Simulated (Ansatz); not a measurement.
Consider the redistribution: `[NH2][SnH]([OH])[CH]=O` + `[Cl][Ge]([Cl])([Cl])[I]` → `O=[CH][SnH]([OH])[I]` + `[NH2][Ge]([Cl])([Cl])[Cl]`.

Program: Ansatz. Geometries: PBE0-D4/def2-TZVP. ΔE: electronic, gas phase. CCSD(T)/CBS is the MP2 limit (def2-TZVPP, def2-QZVPP) plus CCSD(T) − MP2 in def2-TZVPP, frozen cores. Functionals use def2-TZVPP. Elements past krypton have def2 core potentials. For Ge, I, Sn outer-core shells are correlated without core-valence functions, which leaves a few kJ/mol of doubt a bond. Scalar relativity is left out up to krypton. One conformer a species, not always the lowest.

```tsv
level	ΔE (kJ/mol)	difference from CCSD(T)/CBS
PBE-D4	-60.1	2.3
revPBE-D4	-59.5	2.9
BLYP-D4	-58.1	4.3
PBE0-D4	-63.8	-1.4
B2PLYP	-62.6	-0.2
PBE-QIDH	-64.9	-2.5
BLYP	-61.1	1.3
r2SCAN	-67.5	-5.1
CCSD/def2-SVP	-74.8	-12.4
CCSD(T)/def2-SVP	-73.4	-11.0
HF/def2-TZVPP	-76.5	-14.1
MP2/def2-TZVPP	-59.2	3.2
CCSD/def2-TZVPP	-61.6	0.8
CCSD(T)/def2-TZVPP	-59.7	2.7
HF/def2-QZVPP	-76.8	-14.4
CCSD/CBS(def2)	-64.3	-1.9
CCSD(T)/CBS	-62.4	0
```

(1) What do rigid-rotor, harmonic-oscillator terms from PBE0-D4/def2-TZVP frequencies (298.15 K, 1 bar) make of the CCSD(T)/CBS value? (An estimate is asked.)

Largest T1 diagnostic among the species: 0.015.

Results:

(1) Ansatz gave: ΔZPE = +0.9 kJ/mol, ΔH = -61.3 kJ/mol, ΔS = 17 J/(mol·K), ΔG = -66.3 kJ/mol. Modes under 50 cm⁻¹ make the entropy rough.

From PBE to PBE0 (25 % exact exchange), in def2-TZVPP and without D4, ΔE moves by −3.5 kJ/mol. At CCSD(T), def2-SVP lies −11.0 kJ/mol from the extrapolated value and def2-TZVPP +2.7 kJ/mol. Leaving LDA and LC-ωPBE aside and taking each functional with its dispersion term where it has one, the values, not all of them listed here, spread over 10.8 kJ/mol, from r2SCAN0-D4 to BLYP-D4.
